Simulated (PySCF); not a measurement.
Molfile (atoms numbered from 1):
```
BrK
     RDKit          3D

  2  1  0  0  0  0  0  0  0  0999 V2000
    1.4220   -0.0080   -0.0030 K   0  0  0  0  0  1  0  0  0  0  0  0
   -1.4165    0.0106   -0.0253 Br  0  0  0  0  0  0  0  0  0  0  0  0
  1  2  1  0
M  END
```

Geometry: PBE0-D3(BJ)/def2-SVP; GIAO absolute shieldings from PySCF 2.14, gas phase, non-relativistic, averaged over equivalent atoms.

At PBE0/pcSseg-1 (79 basis functions, 7.7 s wall time (6.4 s CPU) on 1 thread of an Arm Neoverse N1, shared host):
```
atoms  σ (ppm)
   K1   1232.0
  Br2   2811.5
```

Task: Predict the values at HF/pcSseg-2 on the same geometry.

Result: 
| atoms | σ at HF/pcSseg-2 | change |
| --- | --- | --- |
| K1 | 1242.3 | +10.3 |
| Br2 | 2926.9 | +115.4 |

The largest change is at Br2 (bromine bonded to K). Cost: 113 basis functions, 5.8 s wall time (4 s CPU) on 1 thread of an Arm Neoverse N1, shared host.

Relativistic effects, spin–orbit coupling among them, are left out; they matter for Br and for the light atoms bonded to it.
